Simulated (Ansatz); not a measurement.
`[SiH3]BCl` + H₂Te → `ClB[TeH]` + SiH₄ at 298.15 K and 1 bar (cleavage of the B–Si bond).

Isolated molecules relaxed with PBE0-D4/def2-TZVP in Ansatz; ΔE leaves out vibrations. CCSD(T)/CBS is the MP2 limit (def2-TZVPP, def2-QZVPP) plus CCSD(T) − MP2 in def2-TZVPP, frozen cores. This one scheme is used for every species. def2 core potentials past Kr. For Te outer-core shells are correlated without core-valence functions, which leaves a few kJ/mol of doubt a bond.

```
    species  CCSD(T)/CBS energy (Eh)  H − E (kJ/mol)  S (J/(mol·K))
`[SiH3]BCl`               -776.06195           115.2          310.7
       H₂Te               -268.91024            41.3          228.4
 `ClB[TeH]`               -753.54186            68.6          302.8
       SiH₄               -291.46306            92.1          204.8
```

H − E and S are ideal-gas, rigid-rotor, harmonic terms from PBE0-D4/def2-TZVP. 1 Eh = 2625.50 kJ/mol, R = 8.31446 J/(mol·K).

Question: By hand: ΔE, ΔH, ΔS and ΔG.

Answer: ΔE = (-753.54186) + (-291.46306) − (-776.06195) − (-268.91024) = -0.03273 Eh = -85.9 kJ/mol. Δ(H − E) = 68.6 + 92.1 − 115.2 − 41.3 = 4.2, so ΔH = -81.7 kJ/mol. ΔS = 302.8 + 204.8 − 310.7 − 228.4 = -31.5 J/(mol·K). ΔG = -81.7 − 298.15 × (-31.5)/1000 = -72.3 kJ/mol.

Question: By hand: the equilibrium constant, and the temperature at which ΔG would vanish if ΔH and ΔS stayed fixed.

Answer: log₁₀ K = −ΔG/(RT ln 10) = 12.7. ΔG = 0 at ΔH/ΔS = 2594 K, far beyond where these terms or the molecules hold.

ΔH outweighs TΔS. A doubt of 5 kJ/mol in ΔE shifts log₁₀ K by 0.9 here. Modes under 60 cm⁻¹, often nearly free rotors, make the harmonic entropy too high. These are equilibria of isolated gas molecules and say nothing of rates. Largest T1 diagnostic: 0.014 (customary marks: 0.02 for closed shells, 0.045 for open ones).
